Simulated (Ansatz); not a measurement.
Consider the cleavage of the Si–Ga bond: `[CH3][GaH][SiH3]` + `NC[SeH]` → `NC[Se][SiH3]` + `[CH3][GaH2]`.

Isolated molecules relaxed with PBE0-D4/def2-TZVP in Ansatz; ΔE leaves out vibrations. CCSD(T)/CBS is the MP2 limit (def2-TZVPP, def2-QZVPP) plus CCSD(T) − MP2 in def2-TZVPP, frozen cores. Functionals use def2-TZVPP. For Ga, Se outer-core shells are correlated without core-valence functions, which leaves a few kJ/mol of doubt a bond. Scalar relativity is left out up to krypton. One conformer a species, not always the lowest.

```json
{"level": "PBE-D4", "ΔE (kcal/mol)": "-10.2"}
{"level": "B97M-V", "ΔE (kcal/mol)": "-12.3"}
{"level": "r2SCAN0-D4", "ΔE (kcal/mol)": "-12.4"}
{"level": "PBE", "ΔE (kcal/mol)": "-9.3"}
{"level": "MP2/def2-SVP", "ΔE (kcal/mol)": "-14.5"}
{"level": "CCSD/def2-SVP", "ΔE (kcal/mol)": "-12.0"}
{"level": "HF/def2-TZVPP", "ΔE (kcal/mol)": "-12.7"}
{"level": "MP2/def2-QZVPP", "ΔE (kcal/mol)": "-14.4"}
```

Question: What does CCSD(T)/CBS give? (An estimate is asked.)

Answer: Computed: -12.2 kcal/mol. The listed levels differ from it by 2.0, -0.1, -0.2, 2.9, -2.3, 0.2, -0.5, -2.2 kcal/mol.

Largest T1 diagnostic among the species: 0.012.

From BLYP to BHLYP (50 % exact exchange), in def2-TZVPP and without D4, ΔE moves by −2.8 kcal/mol. The D4 term adds −1.6 kcal/mol with B3LYP and −0.8 kcal/mol with PBE0; it sums over pairs of atoms, weighted by their polarisabilities, and B3LYP, whose exchange is more repulsive, gets the larger term.

B3LYP here is the variant with VWN-RPA as its local correlation; programs differ in this.
